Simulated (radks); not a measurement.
Spherical quantum dot in the effective-mass picture: electrons in a parabolic well V = omega^2 r^2 / 2 with omega = 0.582, all in effective atomic units (hartree* = m*/eps^2 hartree, bohr* = eps/m* bohr), one dielectric constant everywhere. Method: non-relativistic Kohn-Sham, LDA (Slater exchange, Perdew-Wang correlation), spin-polarised, spherical densities; computed with a radial shooting solver with Libxc functionals. Levels are named by radial order and angular momentum (1s, 1p, 1d, 2s, ...), and open shells are averaged over m. Results are scaled to m* = 0.059 and eps = 16.2, for which hartree* = 6.117 meV and bohr* = 14.53 nm.

N = 10, configuration 1s2 1p6 1d(up 2, down 0). This is the lowest configuration that the search found. Occupied and some empty levels:

| level | occupation | eigenvalue (meV) | <r> (nm) |
|---|---|---|---|
| 1s up | 1 | 27.278 | 30.15 |
| 1s down | 1 | 27.425 | 29.77 |
| 1p up | 3 | 29.114 | 37.22 |
| 1p down | 3 | 29.306 | 37.07 |
| 1d up | 2 | 31.245 | 42.35 |
| 1d down | 0 | 31.453 | 42.36 |
| 2s up | 0 | 31.837 | 36.82 |
| 2s down | 0 | 31.966 | 37.04 |
| 1f up | 0 | 33.611 | 46.55 |
| 1f down | 0 | 33.816 | 46.66 |
| 2p up | 0 | 34.389 | 42.04 |
| 2p down | 0 | 34.520 | 42.15 |

Energy (meV): total 189.858, kinetic 27.634, external 73.032, Hartree 108.49, exchange-correlation -19.303.
